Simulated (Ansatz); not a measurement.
A run of Ansatz (development build ahead of 0.2.0) on singlet C₈H₈ at this shape:

```xyz
16

C     1.4000    0.0000    0.0000
C     0.7000    1.2124    0.0000
C    -0.7000    1.2124    0.0000
C    -1.4000    0.0000    0.0000
C    -0.7000   -1.2124    0.0000
C     0.7000   -1.2124    0.0000
C     2.8100    0.0000    0.0000
H     3.3600    0.9300    0.0000
H     3.3600   -0.9300    0.0000
H     1.2425    2.1521    0.0000
C    -1.4050    2.4335    0.0000
H    -2.4854    2.4449    0.0000
H    -0.8746    3.3748    0.0000
H    -2.4850    0.0000    0.0000
H    -1.2425   -2.1521    0.0000
H     1.2425   -2.1521    0.0000
```

Its results:

| Item | Value |
| --- | --- |
| Converged | yes |
| Total energy | -309.25658 hartree |
| Spin squared of the determinant | 1.020 |
| Stability test | minimum |

Question: Which input gives this output? Name the method, the orbitals and the basis set, and write the input.

Answer: ωB97X (unrestricted) in def2-SVP.

```yaml
crystal:
  periodic: [false, false, false]
  atoms:
    - { symbol: C, position_ang: [1.4, 0.0, 0.0] }
    - { symbol: C, position_ang: [0.7, 1.21244, 0.0] }
    - { symbol: C, position_ang: [-0.7, 1.21244, 0.0] }
    - { symbol: C, position_ang: [-1.4, 0.0, 0.0] }
    - { symbol: C, position_ang: [-0.7, -1.21244, 0.0] }
    - { symbol: C, position_ang: [0.7, -1.21244, 0.0] }
    - { symbol: C, position_ang: [2.81, 0.0, 0.0] }
    - { symbol: H, position_ang: [3.36, 0.93, 0.0] }
    - { symbol: H, position_ang: [3.36, -0.93, 0.0] }
    - { symbol: H, position_ang: [1.2425, 2.15207, 0.0] }
    - { symbol: C, position_ang: [-1.405, 2.43353, 0.0] }
    - { symbol: H, position_ang: [-2.4854, 2.44485, 0.0] }
    - { symbol: H, position_ang: [-0.8746, 3.37485, 0.0] }
    - { symbol: H, position_ang: [-2.485, 0.0, 0.0] }
    - { symbol: H, position_ang: [-1.2425, -2.15207, 0.0] }
    - { symbol: H, position_ang: [1.2425, -2.15207, 0.0] }
basis:
  gaussian: { orbitals: def2-SVP }
magnetization:
  spin_polarized: true
hamiltonian:
  xc: { name: wB97X }
```

Caution: the unrestricted determinant is a mixture of spin states.
